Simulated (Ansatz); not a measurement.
Born–Oppenheimer molecular dynamics of BClH₅NSSi₂ (11 atoms, charge 0, multiplicity 1). It goes on from the last frame of an earlier run, with new velocities.

Computed with Ansatz 0.2.0, UKS PBE0-D4/STO-3G.

| Quantity | Value |
| --- | --- |
| ensemble | NVT, Langevin thermostat |
| time step | 2 fs |
| steps asked | 40 |
| set temperature | 3000 K |
| friction | 0.005 /fs |
| seed | 586663 |

First frame:

```xyz
11
Properties=species:S:1:pos:R:3
S -1.986 -0.909 1.500
Si -1.150 -1.155 -0.411
Cl -2.514 -0.234 -1.765
Si 0.921 -0.259 -0.717
B 1.804 0.617 0.724
N 0.929 1.365 0.051
H -1.544 0.321 1.724
H -1.277 -2.588 -0.665
H 1.480 -0.345 -2.050
H 2.622 0.639 1.584
H 0.691 2.388 0.051
```

(1) What does the run give?

(2) What happens to the structure?

(3) How do temperature and energy run in time?

Answers

(1) All steps were run.

```json
{"steps done": "40", "time covered": "80 fs", "mean temperature over the second half": "2291 K", "spread of the potential energy over the second half": "38.1 meV per atom", "mean potential energy of the second half above the start": "267.4 meV per atom"}
```

The mean temperature of the second half is 24 % below the set value. A step of 2 fs is long for free X–H stretches (periods near 10 fs) and can bias their spread and the temperature. A run of 0.08 ps of so small a system gives no equilibrium averages. Limits of this set-up: minimal basis.

(2) The same pairs are bonded in the first frame and the last. Pairs count as bonded within 1.25 times the sum of covalent radii (0.12 Å more for H–H). Another seed would give other details.

(3) 
| time (fs) | T (K) | potential energy less start (eV) |
| --- | --- | --- |
| 0 | 2727 | 0.000 |
| 2 | 2299 | 0.951 |
| 4 | 1775 | 1.854 |
| 6 | 1844 | 1.743 |
| 8 | 1549 | 1.998 |
| 10 | 1220 | 2.434 |
| 12 | 1585 | 1.955 |
| 14 | 1658 | 2.163 |
| 16 | 1742 | 2.225 |
| 18 | 1897 | 1.943 |
| 20 | 2054 | 1.836 |
| 22 | 1780 | 2.349 |
| 24 | 1935 | 2.021 |
| 26 | 1884 | 1.895 |
| 28 | 1731 | 2.435 |
| 30 | 1954 | 2.268 |
| 32 | 2218 | 1.831 |
| 34 | 1763 | 2.566 |
| 36 | 1792 | 2.329 |
| 38 | 1982 | 2.198 |
| 40 | 1764 | 2.875 |
| 42 | 1766 | 3.146 |
| 44 | 2008 | 2.755 |
| 46 | 1666 | 3.158 |
| 48 | 1597 | 3.436 |
| 50 | 2451 | 2.337 |
| 52 | 2248 | 2.747 |
| 54 | 2143 | 3.140 |
| 56 | 2704 | 2.516 |
| 58 | 2884 | 2.079 |
| 60 | 2187 | 3.233 |
| 62 | 2315 | 3.243 |
| 64 | 2769 | 2.593 |
| 66 | 2495 | 3.088 |
| 68 | 2525 | 2.972 |
| 70 | 2848 | 2.283 |
| 72 | 2439 | 2.888 |
| 74 | 2265 | 2.830 |
| 76 | 2575 | 3.045 |
| 78 | 2196 | 3.597 |
| 80 | 2260 | 3.797 |

Run time: 3.3 min on 2 threads of Arm Neoverse N1, on a shared host, peak memory 0.2 GiB.
